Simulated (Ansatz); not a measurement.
Conformers of C10H22S, SMILES `CCCCCCCCCCS`, each relaxed with PBE0-D4/def2-TZVP in Ansatz. CBS adds the triple-zeta coupled-cluster correction to the MP2 limit.

Not all of them had a frequency check.

Conformer A:

Cartesian coordinates in Å:
```
C -2.817 0.973 -0.328
C -2.488 1.914 0.819
C -2.172 1.206 2.132
C -0.985 0.246 2.131
C 0.379 0.886 1.864
C 0.802 0.992 0.401
C 1.057 -0.350 -0.267
C 1.501 -0.204 -1.714
C 1.627 -1.498 -2.507
C 2.650 -2.495 -1.968
S 2.022 -3.778 -0.848
H -1.969 0.337 -0.592
H -3.101 1.528 -1.226
H -3.651 0.315 -0.068
H -3.340 2.581 0.989
H -1.656 2.567 0.538
H -3.063 0.648 2.446
H -2.003 1.963 2.907
H -1.164 -0.570 1.424
H -0.956 -0.230 3.116
H 0.394 1.885 2.316
H 1.150 0.312 2.390
H 0.054 1.541 -0.178
H 1.720 1.588 0.344
H 0.155 -0.971 -0.229
H 1.823 -0.884 0.308
H 0.787 0.446 -2.234
H 2.461 0.328 -1.740
H 1.917 -1.236 -3.530
H 0.654 -1.993 -2.580
H 3.069 -3.083 -2.787
H 3.490 -1.982 -1.493
H 1.651 -2.981 0.164
```

Conformer B:

```xyz
33

C     2.469    1.374    3.347
C     2.417    2.429    2.253
C     1.621    2.008    1.024
C     0.138    1.794    1.290
C    -0.685    1.526    0.037
C    -0.336    0.229   -0.676
C    -1.249   -0.055   -1.858
C    -0.869   -1.290   -2.665
C    -0.832   -2.596   -1.877
C    -2.166   -2.956   -1.253
S    -2.145   -4.496   -0.300
H     3.101    1.696    4.178
H     2.878    0.433    2.965
H     1.478    1.160    3.754
H     1.991    3.355    2.657
H     3.439    2.675    1.945
H     2.063    1.093    0.613
H     1.731    2.775    0.248
H    -0.259    2.684    1.793
H    -0.001    0.963    1.990
H    -0.569    2.364   -0.661
H    -1.747    1.502    0.307
H     0.702    0.260   -1.028
H    -0.386   -0.596    0.045
H    -2.283   -0.141   -1.502
H    -1.243    0.813   -2.527
H     0.119   -1.131   -3.113
H    -1.567   -1.397   -3.503
H    -0.525   -3.406   -2.548
H    -0.072   -2.552   -1.092
H    -2.475   -2.202   -0.524
H    -2.954   -3.008   -2.008
H    -1.787   -5.304   -1.310
```

Conformer C:

Cartesian coordinates in Å:
```
C 2.257 3.715 2.127
C 1.379 3.729 0.888
C 1.208 2.354 0.263
C 0.328 2.367 -0.977
C 0.203 1.021 -1.677
C -0.502 -0.051 -0.861
C -0.668 -1.356 -1.623
C -1.448 -2.431 -0.879
C -0.759 -2.929 0.383
C -1.517 -4.027 1.109
S -1.609 -5.521 0.073
H 3.259 3.342 1.895
H 2.366 4.713 2.557
H 1.837 3.065 2.900
H 1.804 4.413 0.143
H 0.392 4.135 1.141
H 2.194 1.949 0.002
H 0.791 1.673 1.014
H 0.731 3.101 -1.685
H -0.673 2.728 -0.706
H 1.203 0.663 -1.954
H -0.339 1.158 -2.620
H -1.490 0.319 -0.557
H 0.053 -0.231 0.065
H -1.175 -1.147 -2.572
H 0.321 -1.747 -1.891
H -2.442 -2.046 -0.617
H -1.621 -3.276 -1.552
H 0.247 -3.287 0.137
H -0.630 -2.101 1.088
H -2.530 -3.694 1.349
H -1.006 -4.283 2.039
H -2.166 -6.320 0.995
```

Problem. Which is lowest in electronic energy at CCSD(T)/CBS (frozen core, def2 sets), and by how much? (An estimate is asked.)

Solution. The calculation gave: B; A lies 16.6 kJ/mol higher, C lies 0.5 kJ/mol higher. Gaps under about 2 kJ/mol don't settle the order.

Problem. Give the energies relative to B (kJ/mol) with PBE0-D4/def2-TZVPP, ωB97X-V/def2-TZVPP, PBE/def2-TZVPP, r2SCAN/def2-TZVPP, PBE0/def2-TZVPP, HF/CBS(def2), MP2/CBS(def2). (Best estimate.)

Solution. Ansatz gave: 
| level | A | C |
| --- | --- | --- |
| PBE0-D4/def2-TZVPP | 15.4 | 0.4 |
| ωB97X-V/def2-TZVPP | 15.7 | 0.9 |
| PBE/def2-TZVPP | 19.6 | -1.5 |
| r2SCAN/def2-TZVPP | 19.1 | -0.4 |
| PBE0/def2-TZVPP | 20.8 | -1.5 |
| HF/CBS(def2) | 28.9 | -3.2 |
| MP2/CBS(def2) | 16.6 | 1.0 |
